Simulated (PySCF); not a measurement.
Geometry (Å), atoms numbered from 1 in this order:
```xyz
33

Si   -0.105    0.030    0.221
N     0.158    0.946   -1.220
C     1.406    1.627   -1.451
C    -0.891    1.294   -2.141
N    -1.678   -0.668    0.248
C    -1.948   -1.922   -0.403
C    -2.835   -0.002    0.785
N     1.174   -1.121    0.336
C     1.856   -1.687   -0.797
C     1.502   -1.735    1.597
O    -0.048    0.984    1.592
Si    0.832    2.248    2.192
H     2.165    1.298   -0.726
H     1.308    2.728   -1.362
H     1.806    1.418   -2.463
H    -1.136    2.375   -2.113
H    -1.806    0.735   -1.902
H    -0.610    1.052   -3.185
H    -1.008   -2.403   -0.713
H    -2.582   -1.809   -1.307
H    -2.470   -2.624    0.275
H    -3.562    0.290    0.000
H    -3.374   -0.651    1.501
H    -2.533    0.906    1.326
H     2.954   -1.557   -0.722
H     1.521   -1.202   -1.724
H     1.666   -2.775   -0.895
H     2.583   -1.646    1.822
H     1.252   -2.814    1.615
H     0.952   -1.249    2.415
H     0.522    3.512    1.456
H     2.300    1.982    2.077
H     0.483    2.428    3.632
```

Geometry: PBE0-D3(BJ)/def2-SVP; GIAO absolute shieldings from PySCF 2.14, gas phase, non-relativistic, averaged over equivalent atoms.

At PBE0/pcSseg-1 (323 basis functions):
```tsv
atoms	σ (ppm)
Si12	394.9
Si1	396.7
N2/N5/N8	237.6
C3/C4/C6/C7/C9/C10	146.9
O11	292.1
H31/H32/H33	26.28
H13/H14/H15/H16/H17/H18/H19/H20/H21/H22/H23/H24/H25/H26/H27/H28/H29/H30	28.83
```

Estimate the result of repeating the calculation with KT2/pcSseg-1.

Answers


```json
{"atoms": "Si12", "σ at KT2/pcSseg-1": "403.1", "change": "+8.2"}
{"atoms": "Si1", "σ at KT2/pcSseg-1": "406.4", "change": "+9.7"}
{"atoms": "N2/N5/N8", "σ at KT2/pcSseg-1": "227.1", "change": "-10.5"}
{"atoms": "C3/C4/C6/C7/C9/C10", "σ at KT2/pcSseg-1": "144.1", "change": "-2.8"}
{"atoms": "O11", "σ at KT2/pcSseg-1": "284.0", "change": "-8.1"}
{"atoms": "H31/H32/H33", "σ at KT2/pcSseg-1": "26.02", "change": "-0.26"}
{"atoms": "H13/H14/H15/H16/H17/H18/H19/H20/H21/H22/H23/H24/H25/H26/H27/H28/H29/H30", "σ at KT2/pcSseg-1": "28.60", "change": "-0.23"}
```

The largest change is at N2/N5/N8 (nitrogen bonded to 2 C, Si). Cost: 323 basis functions.
